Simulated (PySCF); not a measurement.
**Argon: a sound run and one with changed settings**

Sound run: Ar⁺ [Ne] 3s2 3p5, Ar²⁺ [Ne] 3s2 3p4. All numbers are calculated (PySCF 2.14, the non-relativistic Hamiltonian (point nucleus), in aug-cc-pV(D+d)Z (5s4p3d, 32 functions)). In the sound run the correlated levels freeze [Ne]. The sound run starts from symmetry-adapted Hartree-Fock orbitals and uses a fine grid where one is needed.

Changed run: the spin-free X2C one-electron Hamiltonian (Gaussian nucleus). This setting is unsound on purpose.

| species | method | sound run (hartree) | changed run (hartree) | converged |
| --- | --- | --- | --- | --- |
| Ar⁺ | UHF | -526.26171 | -527.84693 | yes |
| Ar⁺ | MN15 | -526.85059 | -528.43316 | yes |
| Ar⁺ | TPSS | -526.96923 | -528.55332 | yes |
| Ar⁺ | MP2 | -526.38484 | -527.96995 | yes |
| Ar⁺ | CCSD(T) | -526.40695 | -527.99195 | yes |
| Ar²⁺ | UHF | -525.29165 | -526.87706 | yes |
| Ar²⁺ | MN15 | -525.82780 | -527.41076 | yes |
| Ar²⁺ | TPSS | -525.95452 | -527.53887 | yes |
| Ar²⁺ | MP2 | -525.38741 | -526.97270 | yes |
| Ar²⁺ | CCSD(T) | -525.41144 | -526.99659 | yes |

Ionisation energy of Ar⁺:

```csv
method,sound run (eV),changed run (eV)
UHF,26.397,26.392
MN15,27.831,27.821
TPSS,27.611,27.605
MP2,27.141,27.137
SCS-MP2,27.109,27.104
CCSD,27.074,27.070
CCSD(T),27.089,27.085
```

Most of the change in total energy is the relativistic energy itself. On top of that the contraction fixes the core shape for the Hamiltonian it was made with, so the changed run is not a good calculation with the other Hamiltonian either.

For comparison, NIST gives 27.630 eV between the lowest levels.
